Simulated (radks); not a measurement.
All-electron atom: Pt in [Xe] 4f14 5d8 6s1 6p1 (not the ground configuration). All-electron calculation, Dirac Kohn-Sham, BLYP, spin-unpolarised, spherical densities, point nucleus; open shells fill j = l - 1/2 first. Program: a radial shooting solver on a logarithmic mesh with Libxc functionals. Some entries of the table are withheld. Estimate them.

orbital,occ.,eigenvalue (eV),<r^2> (bohr^2)
1s1/2,2,-78326.19,0.0004059
2s1/2,2,-13752.37,0.006142
2p1/2,2,-13179.68,0.004355
2p3/2,4,-11449.95,0.005546
3s1/2,2,-3232.881,0.03993
3p1/2,2,-2976.185,0.03646
3p3/2,4,-2595.961,0.04292
3d3/2,4,-2169.133,(1)
3d5/2,6,-2087.192,(2)
4s1/2,2,-697.5837,0.1945
4p1/2,2,-588.7564,(3)
4p3/2,4,-498.1629,(4)
4d3/2,4,-320.1057,(5)
4d5/2,6,-303.2655,(6)
5s1/2,2,-105.6055,1.017
4f5/2,6,-75.8081,0.3201
4f7/2,8,-72.3535,0.3294
5p1/2,2,-70.8317,(7)
5p3/2,4,-55.7544,(8)
5d3/2,4,-10.1426,(9)
5d5/2,4,-8.7145,(10)
6s1/2,1,-7.4863,8.835
6p1/2,1,-2.3685,18.14
6p3/2,0,-1.6701,24.64

Answer. 
(1) 3d3/2 <r^2> (bohr^2): 0.03298
(2) 3d5/2 <r^2> (bohr^2): 0.03474
(3) 4p1/2 <r^2> (bohr^2): 0.1989
(4) 4p3/2 <r^2> (bohr^2): 0.2322
(5) 4d3/2 <r^2> (bohr^2): 0.2468
(6) 4d5/2 <r^2> (bohr^2): 0.2588
(7) 5p1/2 <r^2> (bohr^2): 1.204
(8) 5p3/2 <r^2> (bohr^2): 1.448
(9) 5d3/2 <r^2> (bohr^2): 2.997
(10) 5d5/2 <r^2> (bohr^2): 3.294
